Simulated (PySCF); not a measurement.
## K⁺: ionisation energy

K⁺ [Ar] (1S) → K²⁺ [Ne] 3s2 3p5 (2P), as a difference of total energies. All numbers are calculated (PySCF 2.14, scalar relativity by spin-free X2C-1e, in aug-cc-pVDZ-X2C (6s5p3d, 36 functions)). Correlated levels: valence: [Ne] 3s2 frozen. The calculations carry no spin-orbit coupling.

```
           method  ionisation energy (eV)
              UHF                  31.530
            M06-L                  32.920
             BP86                  32.810
    MP2 (valence)                  31.598
SCS-MP2 (valence)                  31.592
   CCSD (valence)                  31.600
CCSD(T) (valence)                  31.600
```

Task: How much does correlation contribute at CCSD(T) (valence)?

Result: 31.600 − (31.530) = 0.070 eV, measured against UHF.

The reference lies between the lowest fine-structure levels, while these numbers refer to the centres of the terms.

Errors of the correlated levels include the incompleteness of this basis and the frozen core.

For comparison: 31.625 eV (measured; NIST Atomic Spectra Database, ionization energies).
